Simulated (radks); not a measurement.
Excited configurations of B3+: one electron is placed in a higher orbital outside 1s1. The ground configuration is [He]. Method: scalar-relativistic Kohn-Sham, PBE, spin-polarised, spherical densities, finite nucleus; open shells are filled with parallel spins first; Fermi nuclear charge, rms radius 2.406 fm; computed with a radial shooting solver on a logarithmic mesh with Libxc functionals. Excitation = E - E(ground); binding = E(ion) - E, where the ion is the core of charge +4; n* = 4/sqrt(2 binding) in atomic units, and the quantum defect is n - n*.

outer orbital,excitation (eV),binding (eV),n*,eigenvalue (eV)
2s,197.49,61.305,1.884,-54.447
2p,202.06,56.739,1.959,-48.531
3s,231.91,26.888,2.845,-24.025
3d,234.35,24.451,2.984,-21.075
4f,244.97,13.824,3.968,-11.917
5p,249.40,9.399,4.812,-8.483
6p,252.24,6.552,5.764,-5.945
6f,252.43,6.362,5.850,-5.705
7s,253.89,4.903,6.664,-4.473

The Delta-SCF ionisation energy is 258.80 eV (NIST Atomic Spectra Database: 259.37 eV, theoretical). Self-interaction in the functional shifts the binding energies and quantum defects, so they are the method's values and not measured ones.
